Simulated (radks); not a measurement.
The numbers below are computed, except where a source is named.
Charge is removed step by step from the 4d5/2 level of the tellurium ion Te+, starting from [Kr] 4d(3/2: 4, 5/2: 6) 5s2 5p3. Code: a radial shooting solver on a logarithmic mesh with Libxc functionals. Model: Dirac Kohn-Sham, PBE, spin-unpolarised, spherical densities, finite nucleus; open shells fill j = l - 1/2 first; Fermi nuclear charge, rms radius 4.7423 fm.

removed (e)  E - E(0) (eV)  eigenvalue (eV)  E minus straight line (eV)
0                    0.000          -49.766                       0.000
0.25                12.954          -53.881                      -1.589
0.5                 26.949          -58.103                      -2.135
0.75                42.013          -62.425                      -1.614
1                   58.170          -66.842                       0.000

Removing the whole electron costs 58.170 eV by Delta-SCF, against 49.766 eV from minus the eigenvalue at the starting occupation. Slater's transition state (half an electron removed) gives 58.103 eV. Integrating minus the eigenvalue over the occupation (Janak's theorem) gives 58.170 eV. The mean slope of the eigenvalue, de/dn, is 17.1 eV per electron.
